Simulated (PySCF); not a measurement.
C7H4F4.
Cartesian coordinates in Å at the PBE0-D3(BJ)/def2-SVP level; atoms count from 1:
```
atom  x, y, z in Å
F1    -0.442    2.289    0.607
C2     0.122    1.133    0.278
C3     1.503    1.065    0.157
C4     2.093   -0.148   -0.191
C5     1.307   -1.277   -0.412
C6    -0.077   -1.192   -0.286
C7    -0.686    0.015    0.060
C8    -2.180    0.132    0.190
F9    -2.677    1.026   -0.668
F10   -2.539    0.515    1.417
F11   -2.783   -1.035   -0.056
H12    2.092    1.965    0.336
H13    3.180   -0.207   -0.291
H14    1.771   -2.227   -0.685
H15   -0.706   -2.067   -0.457
```

Probes without a nucleus sit at each ring's centroid and 1 Å off its mean plane on both sides; NICS is minus the shielding there, NICSzz its component along the normal. Level: GIAO PBE/pcSseg-2 (PySCF, non-relativistic, gas phase) on the PBE0-D3(BJ)/def2-SVP geometry, one conformer.

Ring bond lengths (Å): C2–C3 1.388, C3–C4 1.393, C4–C5 1.394, C5–C6 1.393, C6–C7 1.395, C7–C2 1.397.

Question: What do the NICS probes read (ppm)?

Answer: 
| ring | type | NICS(0) | NICS(1), two faces | NICS(1)zz, two faces | rms pucker (Å) | centre to ring atoms, mean (Å) |
| --- | --- | --- | --- | --- | --- | --- |
| C2–C3–C4–C5–C6–C7 | 6-membered carbocycle; formal bonds all aromatic | -9.8 | -9.7 / -9.8 | -26.4 / -26.5 | 0.00 | 1.39 |

Question: What can be read from them?

Answer: 
- C2–C3–C4–C5–C6–C7: mean NICS(1)zz -26.5 ppm, shielded. For a flat ring without four-coordinate atoms the NICS criterion counts such a value as aromatic.

Question: And the bond-length index? HOMA takes Krygowski's 1993 parameters.

Answer: 
- C2–C3–C4–C5–C6–C7: HOMA 0.99 = 1 − EN − GEO, with mean bond length 1.393 Å, EN = α(Ropt − mean)² = 0.007 and GEO = α × variance = 0.002. The geometric and the magnetic index point the same way.

Question: At the first NICS(1) probe listed for ring C2–C3–C4–C5–C6–C7, 1 Å off the ring, what do the in-plane components average?

Answer: The isotropic value is a third of the trace: (3 × -9.7 − (-26.4))/2 = -1.3 ppm.

Question: Give the inner angles of the rings.

Answer: 
- C2–C3–C4–C5–C6–C7: C2 121.5°, C3 119.1°, C4 120.4°, C5 119.8°, C6 120.6°, C7 118.6°; sum 720.0° against 720° for a flat convex ring.

Question: How do the values depend on the level or the medium?

Answer: 
| level | NICS(0), C2–C3–C4–C5–C6–C7 | mean NICS(1)zz, C2–C3–C4–C5–C6–C7 |
| --- | --- | --- |
| PBE/pcSseg-2, gas | -9.8 | -26.5 |
| PBE0/pcSseg-1, gas | -10.6 | -27.6 |

The geometry is the same throughout.
